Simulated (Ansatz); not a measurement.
The cluster Tl₂F: single points at one geometry.

```yaml
crystal:
  periodic: [false, false, false]
  atoms:
    - {symbol: Tl, position_ang: [-1.361392, -1.118066, -0.108382]}
    - {symbol: Tl, position_ang: [1.315811, 0.573030, 1.027364]}
    - {symbol: F, position_ang: [0.045580, 0.545036, -0.918992]}
basis:
  gaussian: {orbitals: def2-TZVPD, initial_orbitals: start.molden}
magnetization: {spin_polarized: true, initial_magnetization: 1}
hamiltonian: {xc: pbe, dispersion: d4}
scf: {omitted_lower_state_checks: [starts]}
output: {orbitals: {seedname: orbitals}}
```

The file start.molden holds the orbitals of an earlier run on this structure, at another level or in another basis.

```sh
$ ansatz run in.yaml --threads 4 --pin off --events-out ev --progress --plain --max-ram 3916MiB
```

It prints (some lines left out):

```
Functional definition: PBE
1073 factors; their error is unknown
mean field evaluation 1: about -12108.4802 eV, gradient 6.5e0 eV
mean field evaluation 2: about -12108.6374 eV, gradient 2.1e-1 eV
mean field evaluation 4: about -12108.6356 eV, gradient 9.1e-2 eV
mean field evaluation 8: about -12108.6356 eV, gradient 9.9e-6 eV
mean field -12108.63564705 eV, -444.9841525010 hartree, gradient 9.9e-6 eV, S^2 0.751342; 0 other end points of the search recorded, 0 dependent functions left out
reference -12108.63569879 eV, -444.9841544023 hartree; 26, 25 occupied and 126, 127 virtual orbitals, 1073 factors
Total energy: -12108.72358198 eV, -444.9873840502 hartree
Checks for a lower state left out: starts
```

Run time 1.9 s (4 threads of Arm Neoverse V2 on a shared host).

First input, but with `gaussian: {orbitals: def2-TZVP, initial_orbitals: start.molden}`, `hamiltonian: {xc: r2scan, dispersion: d4}` (abridged; 4 s):

```
Functional definition: r2SCAN
mean field -12112.34641571 eV, -445.1205207342 hartree, gradient 8.4e-6 eV, S^2 0.756391
Total energy: -12112.36109920 eV, -445.1210603425 hartree
Checks for a lower state left out: starts
```

First input, but with `gaussian: {orbitals: def2-TZVP, initial_orbitals: start.molden}`, `hamiltonian: {xc: {name: B2PLYP}}` and without the key `output` (abridged; 3 s):

```
Functional definition: B2PLYP
mean field -12086.81079228 eV, -444.1821038818 hartree, gradient 2.6e-6 eV, S^2 0.755966
9 core orbitals not correlated: weight in the atoms' cores, before any rotation towards them, 1.000 or more for the frozen orbitals, at most 0.000 for the correlated occupied ones
second order -31.76490865 eV of doubles, -0.00000000 eV of singles
Total energy: -12095.38746389 eV, -444.4972907500 hartree
Checks for a lower state left out: starts
```

First input, but with `gaussian: {orbitals: def2-TZVP, initial_orbitals: start.molden}`, `correlation: {method: mp2}` and without the key `hamiltonian` (abridged; 1.4 s):

```
Functional definition: HF
mean field -12043.24792568 eV, -442.5811980623 hartree, gradient 4.5e-6 eV, S^2 0.772484
9 core orbitals not correlated: weight in the atoms' cores, before any rotation towards them, 1.000 or more for the frozen orbitals, at most 0.000 for the correlated occupied ones
second order -26.69944228 eV of doubles, -0.00000000 eV of singles
Total energy: -12069.94736797 eV, -443.5623844687 hartree
Checks for a lower state left out: starts
```

The first input with `gaussian: {orbitals: def2-TZVP, initial_orbitals: start.molden}`, `hamiltonian: {xc: {text: "exchange = 0.85*pbe_x + 0.15*exact_x\ncorrelation = pbe_c"}}` (abridged; 1.9 s):

```
Functional definition: unnamed
mean field -12107.18801861 eV, -444.9309531370 hartree, gradient 1.2e-5 eV, S^2 0.752238
Total energy: -12107.18806604 eV, -444.9309548801 hartree
Checks for a lower state left out: starts
```

First input, but with `hamiltonian: {xc: pbe0, dispersion: d4}` (abridged; 2.5 s):

```
Functional definition: PBE0
mean field -12106.34486926 eV, -444.8999679702 hartree, gradient 2.4e-5 eV, S^2 0.753137
Total energy: -12106.41958841 eV, -444.9027138480 hartree
Checks for a lower state left out: starts
```

As the first input, with `gaussian: {orbitals: def2-TZVP, initial_orbitals: start.molden}`, `hamiltonian: {xc: {text: "exchange = 0.95*pbe_x + 0.05*exact_x\ncorrelation = pbe_c"}}` (abridged; 2 s):

```
Functional definition: unnamed
mean field -12108.11066190 eV, -444.9648596525 hartree, gradient 1.6e-5 eV, S^2 0.751580
Total energy: -12108.11071449 eV, -444.9648615854 hartree
Checks for a lower state left out: starts
```

Geometry: PBE0-D4/def2-TZVP.

In the def2 sets Tl takes a core potential; there is no spin–orbit coupling. Correlated methods freeze 9 core orbitals; core or outer-core shells of Tl are correlated, in sets that lack core-valence functions. The structure comes from a short search, and lower isomers may exist.
